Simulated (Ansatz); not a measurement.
Wavefunction ladder for `CC[SiH](N)[SiH3]`

```xyz
16

C    -0.288   -0.998   -2.129
C    -0.874   -0.337   -0.883
Si    0.420    0.460    0.216
N     1.577   -0.736    0.686
Si   -0.512    1.336    2.180
H    -1.070   -1.419   -2.767
H     0.386   -1.818   -1.866
H     0.279   -0.283   -2.732
H    -1.592    0.440   -1.169
H    -1.430   -1.070   -0.289
H     1.006    1.603   -0.562
H     2.190   -0.546    1.462
H     2.073   -1.248   -0.027
H    -1.354    0.325    2.879
H     0.554    1.774    3.126
H    -1.366    2.518    1.874
```

The species carries charge 0 and has multiplicity 1. All single points use the PBE0-D4/def2-TZVP geometry. It is one conformer, not always the lowest. Frozen core, restricted reference, the Gaussian-basis code of Ansatz. CBS rows extrapolate triple and quadruple zeta; past MP2 they add the triple-zeta difference.

```csv
basis,HF (Eh),MP2 corr.
def2-SVP,-714.19849,-0.66544
def2-TZVPP,-714.56196,-0.82595
def2-QZVPP,-714.58673,-0.88221
```

Problem. Estimate the CCSD correlation energy and the (T) correction in each basis where they were run (hartree).

Solution. 
| basis | CCSD corr. | (T) |
| --- | --- | --- |
| def2-SVP | -0.74372 | -0.02038 |
| def2-TZVPP | -0.89629 | -0.03348 |
| CBS(def2) | -0.99422 | as TZ |
